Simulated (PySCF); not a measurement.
## Working out the electron affinity of Ga

Ga- [Ar] 3d10 4s2 4p2 (3P) → Ga [Ar] 3d10 4s2 4p1 (2P). Calculation: PySCF 2.14, in aug-cc-pwCVDZ-PP with ECP10MDF (6s5p4d1f, 48 functions); a scalar-relativistic core potential. Frozen: nothing. Energies in hartree (1 hartree = 27.21139 eV):

```
            part  Ga- (lower)   Ga (upper)
             UHF  -258.289203  -258.291442
CCSD correlation    -0.393721    -0.383573
             (T)    -0.013573    -0.012537
```

Question: What does Hartree-Fock give?

Answer: (-258.291442) − (-258.289203) = -0.002239 hartree = -0.061 eV.

Question: What do CCSD and CCSD(T) give?

Answer: The CCSD correlation energies differ by 0.010148 hartree = 0.276 eV and the triples by 0.001036 hartree = 0.028 eV, so CCSD gives 0.215 eV and CCSD(T) 0.243 eV.

Reference: 0.301 eV (measured; photodetachment measurements, as compiled on the Wikipedia data page of electron affinities), between the lowest levels; spin-orbit coupling is absent from the calculation.

A double-zeta basis recovers only part of the correlation energy.

What remains against the reference includes basis incompleteness and higher excitations.
